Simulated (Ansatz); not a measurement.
```xyz
2

Al    0.0000    0.0000   -0.1286
H     0.0000    0.0000    1.6724
```

Basis set: cc-pVDZ (spherical functions). Frozen core: 5 orbitals. Charge 0, multiplicity 1.

Computed with Ansatz (development build ahead of 0.2.0); each method stands on the lowest determinant of its kind that the runs found. Restricted open shells among the atoms or ions are ROHF, correlated in semicanonical orbitals with singles.

Question: Give the atomization energy at this shape (free ground-state atoms in the same class of orbitals less the molecule, no zero-point energy) of singlet AlH by RHF-MP2, RHF.

Answer:

| method | atomization energy |
| --- | --- |
| RHF-MP2 | 62.29 kcal/mol |
| RHF | 51.04 kcal/mol |
